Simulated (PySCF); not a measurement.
chloro(chlorosilyloxy)silane (Cl2H4OSi2), SMILES Cl[SiH2]O[SiH2]Cl.

Geometry: B3LYP-D3(BJ)/def2-SVP. Other conformers were not sampled.

These are TDDFT-PBE/def2-SVPD (PySCF) values and carry that method's errors.

Vertical excitations. The molecule is in vacuum. State labels are in the subgroup C2.

Computed excitation energies, oscillator strengths and character:
| state | symmetry | energy (eV) | λ (nm) | f | main pairs |
|---|---|---|---|---|---|
| S1 | B | 6.65 | 186 | 0.002 | HOMO→LUMO 99 % |
| S2 | A | 6.78 | 183 | 0.001 | HOMO−1→LUMO 94 % |
| S3 | A | 6.91 | 180 | 0.000 | HOMO→LUMO+1 92 % |
| S4 | B | 6.97 | 178 | 0.027 | HOMO→LUMO+2 85 % |
| S5 | B | 7.04 | 176 | 0.011 | HOMO−1→LUMO+1 85 % |
| S6 | A | 7.11 | 174 | 0.009 | HOMO−1→LUMO+2 93 % |
| S7 | B | 7.20 | 172 | 0.021 | HOMO−2→LUMO 91 % |
| S8 | A | 7.28 | 170 | 0.013 | HOMO−3→LUMO 77 %, HOMO−2→LUMO+1 13 % |
| S9 | A | 7.39 | 168 | 0.005 | HOMO−2→LUMO+1 79 %, HOMO−3→LUMO 14 % |
| S10 | B | 7.42 | 167 | 0.006 | HOMO→LUMO+3 64 %, HOMO−3→LUMO+1 21 % |
| T1 | B | 6.46 | 192 | 0 | HOMO→LUMO 97 % |
| T2 | A | 6.58 | 188 | 0 | HOMO−1→LUMO 73 %, HOMO→LUMO+1 24 % |
| T3 | A | 6.68 | 186 | 0 | HOMO→LUMO+1 66 %, HOMO−1→LUMO 25 % |
| T4 | B | 6.73 | 184 | 0 | HOMO→LUMO+2 60 %, HOMO−1→LUMO+1 37 % |
Triplets are in the Tamm–Dancoff approximation, which puts them higher than full response would, so one can lie above its singlet here.
